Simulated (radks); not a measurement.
The iron ion Fe+, 25 electrons, occupied as [Ar] 3d6 4s1 (the NIST ground configuration). Calculated with a radial shooting solver on a logarithmic mesh with Libxc functionals: non-relativistic Kohn-Sham, LDA (Slater exchange, VWN5 correlation), spin-unpolarised, spherical densities, point nucleus.

Unscreened Slater integrals over Kohn-Sham orbitals (hartree).

integral      value
F0(4s,4s)   0.33230
F0(4s,3d)   0.41764
G2(4s,3d)  0.054157
F0(4s,3p)   0.42855
G1(4s,3p)  0.025542
F0(4s,3s)   0.43017
G0(4s,3s)  0.018330
F0(3d,3d)   0.84803
F2(3d,3d)   0.38338
F4(3d,3d)   0.23683
F0(3d,3p)   0.93536
F2(3d,3p)   0.43457
G1(3d,3p)   0.53868
G3(3d,3p)   0.32431
F0(3d,3s)   0.95420
G2(3d,3s)   0.40584
F0(3p,3p)    1.0487
F2(3p,3p)   0.52298
F0(3p,3s)    1.0718
G1(3p,3s)   0.70895
F0(3s,3s)    1.0969

Derived for the open shells (J is the average intra-shell exchange parameter used in DFT+U). 3d: Racah B = F2/49 - 5 F4/441 = 0.005139 hartree, C = 35 F4/441 = 0.01880 hartree, C/B = 3.66, F4/F2 = 0.618, J = (F2 + F4)/14 = 0.04430 hartree.
